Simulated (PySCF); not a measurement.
difluorosilyl(difluoro)silane (F4H2Si2), SMILES F[SiH](F)[SiH](F)F.

Geometry: r2SCAN-D4/def2-SVP. The values are those of a single conformer.

The numbers are results of SMD-B3LYP/6-31G* in PySCF, not measurements.

Solvation free energies are E(SMD) − E(gas) at the gas-phase geometry, for 1 M in both phases. In vacuum the dipole moment is 0.00 D.

### Question
Rank water, cyclohexanone, acetone by solvation free energy, most negative first.

### Answer
acetone (-2.8 kcal/mol), cyclohexanone (-1.9 kcal/mol), water (0.7 kcal/mol)
